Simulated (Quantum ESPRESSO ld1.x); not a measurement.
The numbers below are computed, except where a source is named.
Question: Species: O4+. Configuration: [He] 2s2. Level of theory: non-relativistic Kohn-Sham, LDA (Slater exchange, VWN5 correlation), spin-polarised, spherical densities, point nucleus (ld1.x of Quantum ESPRESSO 7.5). Some entries of the table are withheld. Estimate them.

orbital  occ.  eigenvalue (hartree)  <r^2> (bohr^2)
1s          2              -22.6385         0.05388
2s          2                   (1)           1.024
2p          0                   (2)          0.8843
3s          0              -1.31678           6.333

Answer: 
(1) 2s eigenvalue (hartree): -3.75511
(2) 2p eigenvalue (hartree): -3.28058
